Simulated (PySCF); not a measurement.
IRb, SMILES [Rb][I] (connectivity only; charge and spin as stated), charge +1, multiplicity 2.

Geometry: PBE-D3(BJ)/def2-TZVPD. The spin state was assumed, not searched. The def2 effective core potentials stand for the cores of I, Rb; spin–orbit coupling is left out.

The numbers are results of PySCF with PBE-D3(BJ)/def2-TZVPD, not measurements.

Frequencies are harmonic and unscaled.

| mode | ν (cm⁻¹) | IR (km/mol) | moving atoms (share of kinetic energy) |
|---|---|---|---|
| 1 | 53 | 9.5 | Rb 60 %, I 40 % |
